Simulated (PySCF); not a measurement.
Species: C₆H₈NO (doublet state).
Cartesian coordinates in Å at the GFN2-xTB level; atoms count from 1:
```xyz
16
C6H8NO angstrom
O      2.7007    1.6835   -0.0662
C      2.5889    0.5937    0.4361
N      1.5562   -0.2518    0.2434
C      0.4324    0.0908   -0.5596
C     -0.3987   -0.9888   -1.1967
C     -0.9606   -0.1937   -0.0634
C     -1.6469   -0.3780    1.1659
C     -2.2104    0.5958    0.2047
H      3.3498    0.1625    1.1128
H      1.5212   -1.1338    0.7304
H      0.6080    1.0179   -1.0916
H     -0.7886   -0.8171   -2.1888
H     -0.1280   -2.0171   -1.0008
H     -1.3880   -0.3440    2.1999
H     -2.1347    1.6607    0.4007
H     -3.1089    0.3283   -0.3381
```

The hyperfine couplings belong to this conformer and change with its torsions.

Identity: `[C@H]1([C@@]2(C[CH]2)C1)NC=O` [radical].

The calculation used PySCF, UKS B3LYP, pcH-1 on C H N O, non-relativistic, mean-field spin-orbit, GIAO. Geometry: GFN2-xTB, one conformer, isolated molecule. A GFN2-xTB geometry isn't a minimum of the functional, and hyperfine couplings can be far from their values at a DFT geometry. The SCF solution wasn't tested for stability.

Task: Match the computed a_iso(13C) values +233.1, +40.1, -30.2, +22.8, -18.8 MHz with the sites C4; C5; C6; C7; C8.

Result: 
| site | a_iso (MHz) | ρ(0) (bohr⁻³) | position | distance from C7 (Å) | spin population | largest \|T\| (MHz) |
| --- | --- | --- | --- | --- | --- | --- |
| C4 | +22.8 | +0.0203 | 2 bonds from C7 | 2.74 | +0.06 | 13.9 |
| C5 | +40.1 | +0.0357 | 2 bonds from C7 | 2.74 | +0.06 | 14.4 |
| C6 | -30.2 | -0.0269 | 1 bond from C7 | 1.42 | -0.06 | 6.9 |
| C7 | +233.1 | +0.2073 | largest spin population | 0.00 | +0.94 | 144.6 |
| C8 | -18.8 | -0.0167 | 1 bond from C7 | 1.48 | -0.04 | 4.1 |

ρ(0) is the spin density at the nucleus and T the dipolar tensor. The largest Mulliken spin populations are on C7 (+0.94), C5 (+0.06) and C4 (+0.06). No atom but C7 exceeds +0.15. The angles at C7 add up to 332.8°, so it is pyramidal.
